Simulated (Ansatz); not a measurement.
MnCl₂. The state is a sextet with charge 0. Geometry PBE-D4/def2-TZVP.

```xyz
3

Mn    0.0034    0.0041   -0.0012
Cl   -0.1196    0.6842    2.0515
Cl    0.1162   -0.6884   -2.0503
```

LC-ωPBE has ω = 0.4 bohr⁻¹.

Question: Estimate the α-spin orbital energies around the gap (eV) in Ansatz with HF/def2-TZVP, PBE0-D4/def2-SVP, CAM-B3LYP-D4/def2-TZVP, LC-ωPBE/def2-TZVP, ωB97X-V/def2-TZVP.

Answer: 
```
orbital  HF/def2-TZVP  PBE0-D4/def2-SVP  CAM-B3LYP-D4/def2-TZVP  LC-ωPBE/def2-TZVP  ωB97X-V/def2-TZVP
HOMO−13        -75.59            -61.11                  -62.21             -62.51             -63.21
HOMO−12        -28.96            -22.14                  -24.10             -25.78             -25.33
HOMO−11        -28.57            -21.81                  -23.79             -25.44             -25.02
HOMO−10        -19.18            -12.33                  -13.96             -15.49             -15.07
 HOMO−9        -19.18            -11.94                  -13.53             -15.03             -14.59
 HOMO−8        -18.89            -11.94                  -13.53             -15.03             -14.59
 HOMO−7        -18.89            -11.57                  -13.11             -14.56             -14.14
 HOMO−6        -18.67            -11.57                  -13.11             -14.56             -14.14
 HOMO−5        -13.05             -9.51                  -11.15             -12.61             -12.21
 HOMO−4        -12.87             -9.18                  -10.75             -12.24             -11.82
 HOMO−3        -12.52             -9.02                  -10.74             -12.24             -11.82
 HOMO−2        -12.52             -9.02                  -10.73             -12.16             -11.70
 HOMO−1        -11.91             -8.20                   -9.87             -11.26             -10.90
   HOMO        -11.91             -8.20                   -9.87             -11.26             -10.90
   LUMO          1.22             -0.95                   -0.13               0.98               0.88
 LUMO+1          3.55              0.50                    1.51               2.58               2.67
 LUMO+2          3.55              0.50                    1.51               2.58               2.67
 LUMO+3          5.53              2.26                    3.41               4.47               4.47
 LUMO+4          5.72              7.03                    4.56               5.59               5.49
 LUMO+5          5.72             15.91                    4.56               5.59               5.49
 β HOMO        -12.32             -8.81                  -10.48             -11.94             -11.55
 β LUMO          0.48             -2.85                   -2.28              -0.84              -1.28
```
